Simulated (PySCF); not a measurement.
BeFGeH3. Atoms are numbered in the order given.

```xyz
6

Be     0.0000     0.0000    -1.3787
F      0.0000     0.0000    -2.7505
Ge     0.0000     0.0000     0.8148
H      1.2365     0.7139     1.3983
H     -1.2365     0.7139     1.3983
H      0.0000    -1.4277     1.3983
```
Charge 0, spin multiplicity 1.

Coordinates come from a B3LYP-D3(BJ)/def2-TZVP optimisation.

Method: ωB97X/def2-TZVPD in PySCF.

Question: Estimate the frontier levels, gap, dipole moment and polarisability. (An estimate is asked for; the answer gives what the named calculation found.)

Answer: 
```yaml
highest_occupied_level: -10.68 eV
lowest_empty_level: 1.07 eV
orbital_gap: 11.75 eV
dipole_moment: 0.086 e·Å
quadrupole, principal values (traceless, Buckingham form, about the centre of nuclear charge): -8.79, 4.39, 4.39 D·Å
mean_static_polarisability: 50.4 bohr³ (7.47 Å³)
polarisability_principal_values: 47.2, 47.2, 56.9 bohr³
```
